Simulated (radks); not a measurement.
Effect of the nuclear size on neutral bromine, [Ar] 3d10 4s2 4p5. Method: Dirac Kohn-Sham, BLYP, spin-unpolarised, spherical densities, finite nucleus; open shells fill j = l - 1/2 first; Fermi nuclear charge, rms radius 4.1629 fm; computed with a radial shooting solver on a logarithmic mesh with Libxc functionals. The rms radius is varied about that value; shifts are against it.

| rms radius (fm) | total energy shift (eV) | density at nucleus (e/bohr^3) | 1s1/2 shift (meV) | 2s1/2 shift (meV) | 3s1/2 shift (meV) | 3p1/2 shift (meV) | 4s1/2 shift (meV) |
|---|---|---|---|---|---|---|---|
| 3.4386 | -0.173 | 4.503e+04 | -73.2 | -7.36 | -1.15 | 0.107 | -0.120 |
| 3.8215 | -0.0851 | 4.467e+04 | -36.1 | -3.63 | -0.569 | 0.053 | -0.059 |
| 4.1629 | 0 | 4.438e+04 | 0.000 | 0.000 | 0.000 | 0.000 | 0.000 |
| 4.5376 | 0.101 | 4.409e+04 | 42.9 | 4.31 | 0.676 | -0.063 | 0.071 |
| 4.9414 | 0.219 | 4.381e+04 | 93.0 | 9.34 | 1.46 | -0.135 | 0.153 |

Slopes of the eigenvalues against <r^2> in GHz/fm^2, as finite differences over the two radii next to the reference (eigenvalue slopes, not the field-shift constants of lines): 1s1/2 3190, 2s1/2 321, 3s1/2 50.3, 3p1/2 -4.65, 4s1/2 5.25.
